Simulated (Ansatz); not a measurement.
`B[SiH](F)[SiH2]N` + HCl → `B[SiH](F)Cl` + `N[SiH3]`  (cleavage of the Si–Si bond)

Isolated molecules relaxed with PBE0-D4/def2-TZVP in Ansatz; ΔE leaves out vibrations. CBS: MP2 limit from def2 TZ/QZ plus the TZ coupled-cluster correction, frozen cores. This one scheme is used for every species. DFT in def2-TZVPP. B3LYP here is the variant with VWN-RPA as its local correlation; programs differ in this. Each species was taken in one conformer, which may not be the lowest.

```tsv
level	ΔE (kJ/mol)	difference from CCSD(T)/CBS
r2SCAN-D4	-107.5	5.4
B3LYP-D4	-108.3	4.6
ωB97X-V	-112.4	0.5
PBE	-95.3	17.6
r2SCAN	-108.9	4.0
PBE0	-103.4	9.5
B3LYP	-113.3	-0.4
HF/def2-TZVPP	-135.7	-22.8
MP2/def2-TZVPP	-122.2	-9.3
SCS-MP2/def2-TZVPP	-123.6	-10.7
CCSD(T)/def2-TZVPP	-111.3	1.6
HF/def2-QZVPP	-136.2	-23.3
SCS-MP2/def2-QZVPP	-124.7	-11.8
HF/CBS(def2)	-136.3	-23.4
MP2/CBS(def2)	-123.8	-10.9
CCSD/CBS(def2)	-115.4	-2.5
CCSD(T)/CBS	-112.9	0
```

Largest T1 diagnostic among the species: 0.013.

From PBE to PBE0 (25 % exact exchange), in def2-TZVPP and without D4, ΔE moves by −8.1 kJ/mol. The D4 term adds +5.0 kJ/mol with B3LYP and +3.3 kJ/mol with PBE0; it sums over pairs of atoms, weighted by their polarisabilities, and B3LYP, whose exchange is more repulsive, gets the larger term.
